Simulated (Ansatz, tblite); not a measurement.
Forces on Cd₃S₄ at its PBE-D4/def2-SVP geometry. The state is a singlet with charge 0.

In the def2 sets Cd takes a core potential; there is no spin–orbit coupling. The xTB rows come from tblite. The restricted singlet is unstable towards broken spin symmetry in Hartree–Fock (as tested in another run); at PBE-D4/def2-TZVP this wasn't settled. Another isomer (singlet) lies 2.41 eV lower at PBE0-D4/def2-TZVP; other spin states weren't run for this one.

GFN1-xTB (tblite), largest force 1.64 eV/Å:

```xyz
7
positions Å, forces eV/Å
Cd   -0.089    0.067   -2.137    0.227    0.422   -0.582
Cd   -2.051    2.165   -0.993    0.026   -0.065   -0.097
Cd    1.464   -1.693   -0.608   -0.065   -0.063    0.284
S     2.294   -0.206    1.297   -1.069    0.562   -0.545
S    -1.264   -1.468    0.062   -0.061    0.529    1.162
S     0.761    1.101    0.934   -0.317   -1.058    0.781
S    -1.115    0.034    1.445    1.259   -0.327   -1.003
```

GFN2-xTB (tblite), largest force 1.04 eV/Å:

```
Cd 0.190 0.251 -0.071
Cd 0.206 -0.216 0.035
Cd 0.031 -0.102 -0.357
S -0.466 0.636 0.084
S -0.415 0.393 0.865
S -0.072 -0.669 0.162
S 0.525 -0.293 -0.718
```

PBE-D4/def2-TZVP (Ansatz), largest force 0.60 eV/Å:

```
Cd 0.004 -0.003 0.012
Cd -0.009 0.006 -0.011
Cd -0.025 0.074 0.082
S -0.338 0.223 -0.147
S 0.066 0.319 0.294
S -0.106 -0.534 0.202
S 0.408 -0.085 -0.433
```
